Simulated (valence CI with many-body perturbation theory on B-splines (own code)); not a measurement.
Tl: input, log and results

Method: configuration interaction combined with many-body perturbation theory (CI+MBPT): three valence electrons over a frozen Dirac-Fock core [Xe] 4f14 5d10, a basis of 5 s, 5 p, 3 d, 2 f functions for each j, with the one-electron correlation potential Σ1 (screened to all orders), the two-electron term Σ2, the three-electron term Σ3, Breit, model QED; selected single and double excitations, second order for the rest, scaled by the run's own slope (own B-spline code, finite nucleus).

Command, and the settings that its task file holds:

```sh
python run_cv.py task.json out
```

```
atom Tl  Z=81  mass_number=205  rms_radius_fm=5.4759
core [Xe] 4f14 5d10
valence 6s2 6p1
avg = 1
basis = S
breit = 1
cap = 10000
capref = 1200
cscale = 1
de = 0.0
dress = 0
eps = 2e-08
extrap = 1
h = 0.27
hh = 1
l2 = 3
lcore = 6
maxit = 60
n2 = 5
natural = 0
nlev = 21
nno = [2, 2, 1, 1, 0]
nroot = 26
nsp = [3, 3, 2, 1, 0]
pt2 = 1
qed = 1
rpa = 1
s1 = 1
s2 = 1
s3 = 1
screen = 1
tol = 2e-05
whole = 1
```

It took 49 s on 1 thread of Intel(R) Xeon(R) 6975P-C (Granite Rapids) (shared host).

Log. The first blocks belong to the next ion, which gives the ionisation energy. Fields: 2J, parity (1 odd), roots, reference size, generating configurations, candidates as configurations/state functions, variational space P, stored matrix elements, Davidson steps; e2 is the range of second-order energies in hartree. The first line gives the box (bohr), its intervals, the orbitals and the steps of their self-consistent field. Window is the range of levels sought, series limit the energy at which the first omitted orbital would enter, core excitation an estimate of the first excitation out of the core, left out the lowest levels not solved, and shifts from estimates the range by which levels moved from their first estimate, all in cm⁻¹.

```
rmax 49.2 intervals 67 orbitals 25 references ['6s2 6p'] scf 11 t 1.1
2J=0 par=0 roots 2 ref 15 generators 5 cand 48/48 P 59/59 nnz 0 it 0
2J=0 par=0 roots 2 ref 15 generators 16 cand 4/4 P 59/59 nnz 0 it 0
   second order: generators 22 cand 4/4 e2 -0.00000 -0.00000
reference levels 14, estimated 14, window 40630 1/cm; series limit 40630, core excitation 110933
2J=1 par=1 roots 3 ref 3 generators 14 cand 552/700 P 241/356 nnz 0 it 0
2J=1 par=1 roots 3 ref 3 generators 40 cand 860/1185 P 306/457 nnz 0 it 0
   second order: generators 52 cand 807/1100 e2 -0.00000 -0.00000
2J=3 par=1 roots 3 ref 3 generators 16 cand 850/1624 P 235/419 nnz 0 it 0
2J=3 par=1 roots 3 ref 3 generators 36 cand 1041/2016 P 313/565 nnz 0 it 0
   second order: generators 56 cand 1021/1955 e2 -0.00000 -0.00000
2J=1 par=0 roots 2 ref 2 generators 9 cand 400/518 P 214/310 nnz 0 it 0
2J=1 par=0 roots 2 ref 2 generators 29 cand 695/959 P 297/428 nnz 0 it 0
   second order: generators 50 cand 723/997 e2 -0.00000 -0.00000
2J=3 par=0 roots 2 ref 2 generators 12 cand 716/1296 P 200/377 nnz 0 it 0
2J=3 par=0 roots 2 ref 2 generators 29 cand 1026/1974 P 280/544 nnz 0 it 0
   second order: generators 42 cand 1012/1951 e2 -0.00000 -0.00000
2J=5 par=0 roots 2 ref 2 generators 12 cand 704/1408 P 196/361 nnz 0 it 0
2J=5 par=0 roots 2 ref 2 generators 27 cand 1020/2146 P 276/515 nnz 0 it 0
   second order: generators 40 cand 1006/2139 e2 -0.00000 -0.00000
2J=7 par=1 roots 1 ref 1 generators 5 cand 505/950 P 67/133 nnz 0 it 0
2J=7 par=1 roots 1 ref 1 generators 12 cand 863/1688 P 90/179 nnz 0 it 0
   second order: generators 18 cand 960/1889 e2 -0.00000 -0.00000
2J=5 par=1 roots 1 ref 1 generators 5 cand 639/1225 P 68/137 nnz 0 it 0
2J=5 par=1 roots 1 ref 1 generators 12 cand 1062/2127 P 98/198 nnz 0 it 0
   second order: generators 18 cand 1167/2352 e2 -0.00000 -0.00000
left out: unestimated none, estimated none, shifts from estimates -1 to 1
operators 6.4
```

The Davidson iterations converged. The settings are bad on purpose, so the numbers may not be properties of the ion.

Against 8 measured levels this calculation errs by 702 cm⁻¹ on average and by 976 at most.

| Property | Result |
| --- | --- |
| Valence energy | -2.036957 hartree |
| Ionisation energy | 5.975 eV (NIST: 6.10829 eV (measured)) |
| Reference configurations for the orbitals | 6s2 6p |
| Radial orbitals | 25 |
| Box radius | 49.23 bohr |
| Largest variational space | 565 |
| Lowest levels | 6s2 6p 2P°_1/2 0.0, 6s2 6p 2P°_3/2 7873, 6s2 7s 2S_1/2 26025, 6s2 7p 2P°_1/2 33318, 6s2 7p 2P°_3/2 34318, 6s2 6d 2D_3/2 35348, 6s2 6d 2D_5/2 35408, 6s2 8s 2S_1/2 37884, 6s2 8p 2P°_1/2 40392 cm⁻¹ |
